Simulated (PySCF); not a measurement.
**Spinor energies of In⁺ (indium, charge +1)**

Start: [Kr] 4d10 5s2. Calculated with PySCF 2.14 in x2c-SVPall-2c with one added diffuse shell each of s, p type (7s9p4d, 54 functions): generalised Hartree-Fock with the X2C-1e Hamiltonian and a Gaussian nucleus; one run each with spin-orbit coupling (SO) switched off, then screened by Boettger's factors. This is a chosen level, not necessarily the ground level.

| spinor shell | electrons | ε, spin-free (eV) | ε, screened SO (eV) | weight of nominal j (screened SO) | rms radius, screened SO (bohr) |
| --- | --- | --- | --- | --- | --- |
| 1s1/2 | 2 | -28085.4 | -28083.1 | 1.000 | 0.0341 |
| 2s1/2 | 2 | -4301.9 | -4301.2 | 1.000 | 0.139 |
| 2p1/2 | 2 | -3856.1 | -4002.4 | 1.000 | 0.120 |
| 3s1/2 | 2 | -861.76 | -861.59 | 1.000 | 0.371 |
| 3p1/2 | 2 | -711.87 | -739.13 | 1.000 | 0.365 |
| 3p3/2 | 4 | -711.87 | -699.29 | 1.000 | 0.376 |
| 3d3/2 | 4 | -479.63 | -484.27 | 1.000 | 0.351 |
| 3d5/2 | 6 | -479.63 | -476.37 | 1.000 | 0.353 |
| 4s1/2 | 2 | -152.25 | -152.22 | 1.000 | 0.907 |
| 4p1/2 | 2 | -105.16 | -109.89 | 1.000 | 0.973 |
| 4p3/2 | 4 | -105.16 | -102.97 | 1.000 | 1.000 |
| 4d3/2 | 4 | -35.220 | -35.739 | 1.000 | 1.27 |
| 4d5/2 | 6 | -35.220 | -34.863 | 1.000 | 1.28 |
| 5s1/2 | 2 | -17.352 | -17.354 | 1.000 | 2.75 |

Where does 2p3/2 lie, and what is the 2p spin-orbit splitting (screened SO)?

At -3789.0 eV, 213.46 eV above 2p1/2.

```tsv
quantity	spin-free	screened SO
E (hartree)	-5876.83514	-5878.08646
M_J	0	0
⟨J²⟩	0.000	0.000
⟨L²⟩	0.000	0.014
⟨S²⟩	0.000	0.014
```

Breit and QED terms are absent; they matter most for the inner s and p1/2 levels.

Densities and radii are taken from the X2C orbitals without a picture-change correction, which distorts them close to the nucleus.

Without spin-orbit coupling the j labels of p, d and f shells carry no meaning; the spin-free column gives the mean over the occupied spinors of each nl shell.
